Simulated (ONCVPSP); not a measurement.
## An all-electron radial function and its pseudo partner (selenium)

Columns: radius, all-electron u(r) and pseudo u(r) of the 4s shell (level -17.29 eV) of selenium in the configuration [Ar] 3d10 4s2 4p4; PBE, scalar-relativistic, ONCV scheme, ONCVPSP 4.0.1.

```
r (bohr)  all-electron  pseudo
   0.070        0.0767  0.0107
   0.140        0.2465  0.0224
   0.210        0.0783  0.0367
   0.280       -0.1665  0.0553
   0.350       -0.3390  0.0800
   0.420       -0.4025  0.1119
   0.490       -0.3721  0.1512
   0.560       -0.2780  0.1972
   0.630       -0.1472  0.2488
   0.700       -0.0013  0.3049
   0.770        0.1451  0.3650
   0.840        0.2828  0.4284
   0.910        0.4066  0.4944
   0.980        0.5138  0.5612
   1.050        0.6038  0.6260
   1.120        0.6768  0.6854
   1.190        0.7340  0.7366
   1.260        0.7769  0.7774
   1.330        0.8070  0.8070
   1.400        0.8259  0.8258
   1.470        0.8349  0.8349
   1.540        0.8357  0.8356
   1.610        0.8293  0.8293
   1.680        0.8171  0.8170
   1.750        0.8000  0.8000
   1.820        0.7791  0.7791
```

(1) How many radial nodes do the two functions have?

(2) At about which radius was the pseudo-wave matched?

(3) Is the pseudo-wave norm-conserving?

Results:

(1) The all-electron 4s function has n − l − 1 = 3 (the table is too coarse to show those close to the nucleus); the pseudo-wave has 0, since the states of the same l below it are removed with the core.

(2) 1.40 bohr. The columns agree to 0.0005 from 1.26 bohr on; several derivatives are matched, so the curves merge somewhat inside the radius.

(3) Yes: the ONCV scheme keeps the norm inside the radius equal to the all-electron one, which fixes the energy derivative of the logarithmic derivative at the level.
